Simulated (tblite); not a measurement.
A tight-binding relaxation on `[F][Ga](/[CH]=C(/SCC)C)[F]`.

Computed with GFN2-xTB geometry optimisation, gas phase (tblite 0.8.0). Start geometry: from a force field or distance geometry. A driver script takes a list of jobs; this job's settings line and coordinates (Å) are shown.

Command:
```bash
OMP_NUM_THREADS=1 python probes_run.py task.json out
```

Input:
```
{"job": {"kind": "relax", "xc": "GFN2-xTB", "basis": "xTB"}, "charge": 0, "multiplicity": 1}
C     -2.725800     0.159000    -0.058200
C     -2.107700     0.674900    -1.359100
S     -0.716600    -0.391100    -1.838700
C      0.670800    -0.305900    -0.736200
C      1.826200    -1.227500    -1.070300
C      0.718600     0.479500     0.332400
Ga     2.480900     0.429200     1.541500
F      3.202400     1.779900     2.154000
F      3.984500    -0.766200     1.300800
H     -3.859100     0.141200    -0.190000
H     -2.462000    -0.917000     0.064600
H     -2.464400     0.742100     0.829700
H     -2.872700     0.598400    -2.139200
H     -1.784000     1.722700    -1.198800
H      2.338600    -1.446100    -0.143100
H      1.380800    -2.119900    -1.554900
H      2.510500    -0.650500    -1.735900
H     -0.130000     1.103700     0.524900
```

Q: Give the output.

A: 
```
step      E/eV     max force
  0    -796.56120    2.284
  1    -796.81508    1.293
  2    -796.96009    0.783
  3    -797.03052    0.643
  4    -797.09155    0.878
  5    -797.14124    0.953
  6    -797.18658    0.706
  7    -797.21277    0.386
  8    -797.22636    0.324
  9    -797.23620    0.341
... (127 lines left out)
137    -797.47108    0.032
138    -797.47118    0.026
139    -797.47125    0.019
140    -797.47131    0.016
141    -797.47136    0.014
142    -797.47142    0.019
143    -797.47147    0.020
144    -797.47151    0.016
145    -797.47153    0.012
146    -797.47155    0.008
```

«max force» is the largest atomic force in eV/Å.

Q: From which step on does the largest force stay under 0.1 eV/Å, and how much energy is left to gain from there?

A: From step 57 (0.084 eV/Å), 28.9 meV above the end.

Main results: energy lowered by 21.0 kcal/mol over 146 steps; largest atomic force 0.008 eV/Å at the end.

The run took 2.2 s of wall time on Arm Neoverse N1, one thread, shared host with 64 logical CPUs at a one-minute load of 61.
Labels such as C1 count atoms from 1, the log's own numbers from 0.
